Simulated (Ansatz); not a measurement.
# Energy profile

The step: GaCl₃ ([Cl][Ga]([Cl])[Cl]) + HF → GaCl₂F ([F][Ga]([Cl])[Cl]) + HCl (still joined by a long Ga–Cl bond); bonds formed: Cl2–H5; dative contacts that become bonds: Ga1–F6; bonds broken: H5–F6; bonds weakened to dative contacts: Ga1–Cl2 (atoms numbered as in the saddle structure below).

| atom | x (Å) | y (Å) | z (Å) |
| --- | --- | --- | --- |
| Ga1 | -0.3201 | 0.4628 | -0.2408 |
| Cl2 | -0.1400 | -1.7246 | 0.7990 |
| Cl3 | -0.9141 | 0.2500 | -2.2557 |
| Cl4 | -1.1696 | 1.8316 | 1.1239 |
| H5 | 1.0522 | -1.0088 | 0.5510 |
| F6 | 1.4917 | 0.1890 | 0.0225 |

Electronic energies by CCSD(T) at an estimated basis limit (MP2 extrapolated from triple and quadruple zeta, plus CCSD(T) − MP2 in triple zeta), on PBE0-D4/def2-TZVP structures; GaHCl$_{3}$F, singlet; no counterpoise correction. Computed with Ansatz 0.2.0 (basis: def2-TZVPP and def2-QZVPP); correlated methods freeze the cores. Filled d shells of the heavier atoms are correlated. The def2 sets are not built for correlating such inner shells, so the correlated values are less sure here. Extrapolation: Hartree–Fock as exp(−7.88 √X), correlation as X^−2.97.

Question: Give the profile in kJ/mol, counted from the separated reactants. (To be estimated.)

Answer: The calculation gives:
```
                                                                                                    point  kJ/mol
 separated: GaCl$_{3}$ (linked as [Cl][Ga]([Cl])[Cl]; Ga1, Cl2, Cl3, Cl4; singlet) + HF (H5, F6; singlet)     0.0
                                                                                          start structure   -37.8
                                                                                                   saddle    17.1
                                                                                            end structure     0.4
separated: GaCl$_{2}$F (linked as [F][Ga]([Cl])[Cl]; Ga1, Cl3, Cl4, F6; singlet) + HCl (Cl2, H5; singlet)    38.8
```

No T1 diagnostic of these runs exceeds 0.013.

For scale, one of the runs: CCSD(T)/def2-TZVPP, 219 basis functions, launched by `ansatz run in.yaml --threads 8 --pin off --events-out ev --progress --plain --max-ram 19148MiB`. Hardware: 8 CPU threads of an Intel Xeon, shared host. Wall time 96 s; peak host memory 3.2 GiB.
